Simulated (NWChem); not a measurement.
Species: C4H6O; SMILES C(CO)C#C

```xyz
11

C      0.5908    -2.2412     0.1053
C     -0.0971    -1.2619    -0.0542
C     -0.9358    -0.0772    -0.2319
C     -0.3459     1.2038     0.3925
O      0.9186     1.5610    -0.1310
H      1.2061    -3.1003     0.2454
H     -1.9279    -0.2520     0.2090
H     -1.1110     0.0967    -1.3048
H     -1.0810     2.0167     0.2728
H     -0.1891     1.0520     1.4643
H      0.8202     1.7079    -1.0847
```
Atoms are numbered in this order, from 1.

Results from NWChem. Pople sets run with spherical d functions. Coordinates come from a B3LYP/6-31G* (spherical d) optimisation. Level: B3LYP/6-31G* with SMD (1 M gas to 1 M solution), gas-phase geometry.

**Question.** Predict the results for solvent water. Quantities: solvation free energy (kcal/mol); cavity-dispersion-structure term (kcal/mol); dipole in solution (D).

**Answer.** The solvation free energy (kcal/mol) is -6.9. The cavity-dispersion-structure term (kcal/mol) is 4.1. The dipole in solution (D) is 2.65.
